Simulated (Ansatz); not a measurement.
Species: C2H3N (charge 0, singlet). 
Structure (B3LYP-D3(BJ)/def2-TZVP (Ansatz, a first-principles code) minimum search):
SMILES: [N+](#[C-])C
```xyz
6

C     -1.1048     0.0069    -0.0265
N      0.3127    -0.0019     0.0075
C      1.4768    -0.0092     0.0354
H     -1.4600    -0.6890    -0.7861
H     -1.4990    -0.2921     0.9445
H     -1.4620     1.0085    -0.2642
```

Basis-set convergence of Hartree-Fock and CCSD(T) correlation energies (hartree) with Ansatz. Cores are frozen in the correlated levels unless marked. No spin-orbit coupling. Non-relativistic.

```tsv
basis	functions	E(HF)	E(corr, CCSD(T))
aug-cc-pVDZ	96	-131.91157	-0.47159
aug-cc-pVTZ	207	(withheld)	(withheld)
```

Complete the blanks.


- aug-cc-pVTZ, E(HF): -131.94389
- aug-cc-pVTZ, E(corr, CCSD(T)): -0.55419
